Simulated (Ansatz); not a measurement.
(NaOH)2 ring (Na2O2H2), relaxed as a singlet with RKS r2SCAN-D4/def2-TZVP in Ansatz, starting from the GFN2-xTB geometry. Force threshold 0.02 eV/Å.

Start:

Cartesian coordinates in Å:
```
Na -0.271 -1.360 0.118
O 0.645 -0.019 1.319
Na 0.264 1.363 -0.116
O -0.649 0.021 -1.316
H 1.088 -0.028 2.175
H -1.078 0.024 -2.179
```

```json
{"step": "1", "energy (eV)": "-12960.2035", "largest force component (eV/Å)": "1.324", "SCF passes": "16"}
{"step": "2", "energy (eV)": "-12960.3035", "largest force component (eV/Å)": "0.625", "SCF passes": "20"}
{"step": "3", "energy (eV)": "-12960.3464", "largest force component (eV/Å)": "0.029", "SCF passes": "20"}
{"step": "4", "energy (eV)": "-12960.3467", "largest force component (eV/Å)": "0.002", "SCF passes": "20"}
```

Force components are those of the run's own axes.

End:

```
atom    x (Å)    y (Å)    z (Å)
 Na1  -0.2726  -1.3832   0.1175
  O2   0.7008  -0.0180   1.4132
 Na3   0.2728   1.3832  -0.1176
  O4  -0.7005   0.0179  -1.4133
  H5   1.1255  -0.0285   2.2703
  H6  -1.1259   0.0286  -2.2701
```

By distances, no bond broke or formed. The bond that changes most is Na3–O4, from 2.02 to 2.12 Å (atoms count from 1).

No frequencies were taken in this run, so the end may be a saddle point.

It took 9.5 s on 4 threads of Intel Xeon on a shared host.
